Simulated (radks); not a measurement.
The gallium ion Ga27+, 4 electrons, occupied as [He] 2s2 (the NIST ground configuration).

Method: scalar-relativistic Kohn-Sham, BLYP, spin-polarised, spherical densities, finite nucleus; Fermi nuclear charge, rms radius 3.9973 fm; computed with a radial shooting solver on a logarithmic mesh with Libxc functionals.

Energy parts (hartree):
total: -1169.07513
kinetic: 1198.02872
electron-nucleus: -2414.90450
Hartree: 73.23266
exchange-correlation: -25.43201

Orbitals (lengths in bohr, moments of r in powers of bohr):
orbital  occ.  eigenvalue (hartree)  <1/r>      <r>       <r^4>     <r^2>
1s          2             -447.7580  31.43  0.04830  0.00002506  0.003133
2s          2             -103.6245  7.518   0.2001    0.003629   0.04681

The highest occupied level is 2s at -2819.8 eV. The electron density at the nucleus is 2.889e+04 e/bohr^3 (large components only).
